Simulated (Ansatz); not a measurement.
The same path of CH6AlO2 (10 atoms, charge 0, multiplicity 2) was run twice with different band settings. Lost on the way: Al1–H2. Made: H2–C7.

Level of theory: Ansatz, UKS B3LYP-D4/cc-pVDZ.

Relaxed end points:

```xyz
10
Properties=species:S:1:pos:R:3
Al -0.037 0.254 0.407
H -0.349 1.793 0.644
O 1.616 -0.182 0.088
H 1.820 -1.038 -0.310
O -1.246 -0.910 -0.065
H -2.183 -0.683 -0.081
C 0.036 -0.232 2.813
H -0.588 -1.126 2.730
H 1.122 -0.348 2.832
H -0.401 0.673 3.239
```

```xyz
10
Properties=species:S:1:pos:R:3
Al -0.444 0.260 -0.693
H 0.948 0.384 2.114
O 1.292 0.210 -0.611
H 1.735 -0.592 -0.296
O -1.339 -1.138 -0.153
H -2.305 -1.148 -0.182
C 0.169 0.121 2.846
H -0.569 -0.541 2.369
H 0.629 -0.395 3.701
H -0.326 1.039 3.199
```

Common settings: spring 5.0 eV/Å²; optimiser quadratic models (default); start path through a guess of the saddle point; force threshold 0.05 eV/Å; iteration limit 60; end points relaxed.

| run | movable images | climbing image |
| --- | --- | --- |
| 1 | 9 | yes |
| 2 | 8 | no |

**Question.** What does each run give, and how far can it be trusted?

**Answer.** Run 1: converged after 29 iterations, highest image 0.499 eV above the first end. A vibrational analysis at the climbing image gives one clearly imaginary mode, 496i cm⁻¹: a first-order saddle point.
Run 2: converged after 44 iterations, highest image 0.359 eV above the first end. No image climbed, so the highest image needn't sit at the top of the path.
